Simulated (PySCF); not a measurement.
How methods differ on the ionisation energy of Se¹⁹⁺

Se¹⁹⁺ [Ne] 3s2 3p3 (4S) → Se²⁰⁺ [Ne] 3s2 3p2 (3P), as a difference of total energies. All numbers are calculated (PySCF 2.14, scalar relativity by spin-free X2C-1e, in an uncontracted even-tempered set (18 s from 1.9 bohr⁻², ratio 2.5; 12 p from 2.4 bohr⁻², ratio 2.5; 5 d from 11 bohr⁻², ratio 2.7; 4 f from 17 bohr⁻², ratio 2.7)). Correlated levels: outer shells: 1s2 frozen; virtual orbitals above 40 to 60 times the deepest correlated orbital energy dropped. The calculations carry no spin-orbit coupling.

| method | ionisation energy (eV) |
| --- | --- |
| UHF | 795.85 |
| LDA | 796.61 |
| PBE | 796.69 |
| PBE0 | 796.82 |
| r2SCAN | 797.37 |
| B97-3 | 796.60 |
| PW91 | 796.98 |
| MP2 (outer shells) | 796.44 |
| SCS-MP2 (outer shells) | 796.18 |

Problem. How much does correlation contribute at MP2 (outer shells)?

Solution. 796.44 − (795.85) = 0.59 eV, measured against UHF.

Spin-orbit coupling is strong in these open shells (close to jj coupling). The scalar numbers leave it out and a first-order estimate fails, so it can dominate the gap to the real levels.

Breit and QED terms and the two-electron picture change are absent.

For comparison: 798 ± 3 eV (semi-empirical (NIST evaluation); NIST Atomic Spectra Database, ionization energies).
